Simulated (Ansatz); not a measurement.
Molecule: (E)-3-methylhex-3-ene, C$_{7}$H$_{14}$, charge 0, multiplicity 1. 
Structure (B3LYP-D3(BJ)/def2-TZVP (Ansatz, a program for electronic structure) minimum search):
```xyz
21

C      3.0336     0.7132    -0.1198
C      2.0083    -0.3327     0.3336
C      0.6403     0.2527     0.5124
C     -0.4739    -0.0117    -0.1734
C     -0.5600    -1.0034    -1.3009
C     -1.7636     0.6966     0.1626
C     -2.8607    -0.2339     0.6925
H      4.0340     0.2816    -0.1910
H      3.0775     1.5482     0.5830
H      2.7655     1.1184    -1.0974
H      2.3381    -0.7572     1.2885
H      1.9932    -1.1607    -0.3758
H      0.5729     1.0046     1.2965
H     -1.1620    -1.8718    -1.0193
H      0.4141    -1.3668    -1.6197
H     -1.0512    -0.5505    -2.1672
H     -1.5629     1.4742     0.9025
H     -2.1371     1.2047    -0.7343
H     -3.1463    -0.9841    -0.0464
H     -3.7576     0.3328     0.9494
H     -2.5222    -0.7579     1.5887
```

Quantity: vertical triplet-singlet gap (E(triplet) - E(singlet); each state is the SCF solution reached for its spin), in kcal/mol. Valence correlation only, unless marked. UHF or UKS for open shells. No spin-orbit coupling. No relativistic terms. 

```tsv
level	program	vertical triplet-singlet gap (kcal/mol)
HF/aug-cc-pVDZ	Ansatz	82.1
HF/aug-cc-pVTZ	Ansatz	81.5
SVWN5/def2-TZVPD	Ansatz	104.4
PBE/def2-TZVPD	Ansatz	98.8
r2SCAN/def2-TZVPD	Ansatz	94.0
B3LYP/def2-TZVPD	Ansatz	99.7
PBE0/def2-TZVPD	Ansatz	97.1
BHLYP/def2-TZVPD	Ansatz	96.7
wB97M-V/def2-TZVPD	Ansatz	104.2
wB97X-V/def2-TZVPD	Ansatz	103.2
B2PLYP/def2-TZVPD	Ansatz	103.2
MP2/aug-cc-pVDZ	Ansatz	110.6
RI-MP2/aug-cc-pVTZ	Ansatz	110.7
SCS-MP2/aug-cc-pVDZ	Ansatz	110.9
```
